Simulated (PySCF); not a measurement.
F₆W (SMILES [F][W]([F])([F])([F])([F])[F]), singlet, at a GFN2-xTB geometry (such geometries of metal compounds can be far from the true shape) (core potentials on W), with bond 7-1 at 2.0 times its length. Base run: DF-M062X/def2-SV(P) run with PySCF.

PySCF was given this input:
```python
from pyscf import gto, scf, dft

mol = gto.M(
    atom='''
W     0.00000000   -0.00000000   -0.00000000
F     1.10915424   -0.45499889   -1.39234928
F    -1.10915424    0.45499889    1.39234928
F    -1.16633876    0.78225540   -1.18474218
F    -0.88617967   -1.59904226   -0.18339327
F     0.88617967    1.59904226    0.18339327
F     2.33267752   -1.56451080    2.36948436
''',
    basis='def2-sv(p)',
    ecp={'W': 'def2-sv(p)'},
    verbose=4,
)

mf = dft.RKS(mol)
mf.xc = 'm062x'
mf = mf.density_fit(auxbasis='def2-universal-jkfit')
mf.kernel()
```

Variants of this job, named by their change:

```json
[
 {"change": "base", "ΔE vs base (mEh)": "0.000", "outcome": "converged"},
 {"change": "diis_space = 20", "ΔE vs base (mEh)": "-", "outcome": "not converged"},
 {"change": "conv_tol = 1e-6", "ΔE vs base (mEh)": "-0.001", "outcome": "converged"},
 {"change": "diis = off; damp = 0.3 (with mf.diis_start_cycle = 200; with mf.max_cycle = 150)", "ΔE vs base (mEh)": "-", "outcome": "not converged"},
 {"change": "DIIS = EDIIS", "ΔE vs base (mEh)": "-", "outcome": "not converged"},
 {"change": "conv_tol = 1e-12", "ΔE vs base (mEh)": "-", "outcome": "not converged"},
 {"change": "diis = off (with mf.max_cycle = 100)", "ΔE vs base (mEh)": "-", "outcome": "not converged"},
 {"change": "init_guess = mod_huckel", "ΔE vs base (mEh)": "0.000", "outcome": "converged"},
 {"change": "conv_tol = 1e-7", "ΔE vs base (mEh)": "0.000", "outcome": "converged"},
 {"change": "init_guess = atom", "ΔE vs base (mEh)": "0.000", "outcome": "converged"},
 {"change": "level_shift = 0.3 (with mf.max_cycle = 100)", "ΔE vs base (mEh)": "-", "outcome": "not converged"},
 {"change": "init_guess = vsap", "ΔE vs base (mEh)": "-", "outcome": "input refused"},
 {"change": "conv_tol_grad = 1e-7", "ΔE vs base (mEh)": "-", "outcome": "not converged"}
]
```

- init_guess = vsap: ended with `AssertionError: ECP or PP not supported`
